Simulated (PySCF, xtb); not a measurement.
W(NH)(S)(SH)2 (H3NS3W), SMILES [NH]=[W](=[S])([SH])[SH], multiplicity 1.

GFN2-xTB run with xtb at its own geometry gives an orbital gap of 1.76 eV and a dipole moment of 3.05 D.

Geometry: B3LYP-D3(BJ)/def2-SVP. The multiplicity is an assumed one; no other spin state was optimised. The structure was generated by enumeration; whether it is a known compound was not checked. The def2 effective core potentials stand for the cores of W; spin–orbit coupling is left out. Other conformers were not sampled.

**Question.** What does PySCF with B3LYP/def2-TZVP give? (Estimate from the structure and the level; the computed values follow.)

**Answer.** gap 4.36 eV (levels -7.18 and -2.82 eV), dipole 1.56 D.
